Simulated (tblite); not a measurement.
Species: C5H12ClNSi.
Z-matrix (Å and degrees, GFN2-xTB geometry), rows numbered from 1:
```
C 
N   1  1.4414
C   2  1.4441  1  111.84
Si  2  1.7190  1  119.24  3  -155.16
C   4  1.9099  2  107.81  1  -168.43
C   5  1.4775  4  109.21  2   169.56
C   6  1.3236  5  125.92  4    96.70
Cl  7  1.7266  6  122.75  5     1.54
H   1  1.0859  2  109.60  3  -176.08
H   1  1.0932  2  109.84  3   -56.41
H   1  1.0963  2  111.80  3    63.68
H   3  1.0856  2  110.13  1   177.42
H   3  1.0965  2  111.76  1   -61.73
H   3  1.0940  2  109.58  1    57.88
H   4  1.4739  2  116.70  1    70.18
H   4  1.4673  2  105.14  1   -50.96
H   5  1.0885  4  110.05  2   -70.14
H   5  1.0888  4  109.65  2    49.14
H   6  1.0808  5  116.69  4   -80.86
H   7  1.0775  6  124.23  5  -178.69
```

Method: GFN2-xTB as coded in tblite; computed harmonic values from a numerical Hessian at the method's own geometry, unscaled. The method is semi-empirical: single wavenumbers can be off by several per cent or more. Modes of hydrogen on silicon can be 10 to 20 % off. One conformer, not necessarily the lowest.

Harmonic wavenumbers (cm⁻¹): 31.1, 33.0, 61.4, 107.2, 160.1, 185.0, 193.8, 226.9, 269.1, 299.6, 384.9, 427.9, 491.8, 536.9, 595.4, 677.4, 700.5, 738.7, 766.3, 785.2, 805.5, 817.4, 870.3, 1038.1, 1042.0, 1055.3, 1087.6, 1125.7, 1128.6, 1189.7, 1204.1, 1228.6, 1283.5, 1305.9, 1416.5, 1427.1, 1461.5, 1480.1, 1489.7, 1500.3, 1510.2, 1679.6, 2166.6, 2232.8, 2900.0, 2900.4, 2949.7, 2956.3, 2996.1, 3004.2, 3046.3, 3052.8, 3065.8, 3090.7.

A = 3057, B = 572.9, C = 541.4 MHz; mass 149.043 u (most abundant isotopes); point group C1, symmetry number 1.

Zero-point energy?

Half the sum of the wavenumbers: 34591 cm⁻¹ = 98.90 kcal/mol.

Give the ideal-gas entropy at 273.15 K and 1 bar in the rigid-rotor, harmonic-oscillator model (classical rotation).

Translation 40.50, rotation 29.95, vibration 34.40: S = 104.8 cal/(mol K).

And Cp and H(273.15 K) − H(0)?

Cp = 39.41 cal/(mol K), of which vibrations give 31.46 (their classical limit is 54 R = 107.3); H(273.15 K) − H(0) = 6.78 kcal/mol without the zero-point energy, 4.61 from vibrations.

Blend soft modes into free rotors: weight 1/[1 + (100 cm⁻¹/ν̃)⁴] for the oscillator and the rest for a rotor with moment μB/(μ + B), μ = h/(8π²ν), B = 10⁻⁴⁴ kg m². What vibrational entropy results?

30.14 cal/(mol K) in place of 34.40, which changes −T·S at 273.15 K by +1.16 kcal/mol.

Which modes carry the vibrational entropy at 273.15 K?

31.1 cm⁻¹: 5.58; 33.0 cm⁻¹: 5.47; 61.4 cm⁻¹: 4.24; 107.2 cm⁻¹: 3.15; 160.1 cm⁻¹: 2.38; 185.0 cm⁻¹: 2.12 cal/(mol K); the other 48 give 11.46 together.

Hindered rotation and anharmonicity are outside this model. Other conformers, if any are populated, would add a mixing term that is left out. The structure is chiral; the term R ln 2 for an equal mix with its mirror image is left out.

Hardware: one thread of an Intel Xeon at 2.60 GHz, no GPU, shared host. Cost: 1.1 s. The figure is for the frequency step alone.
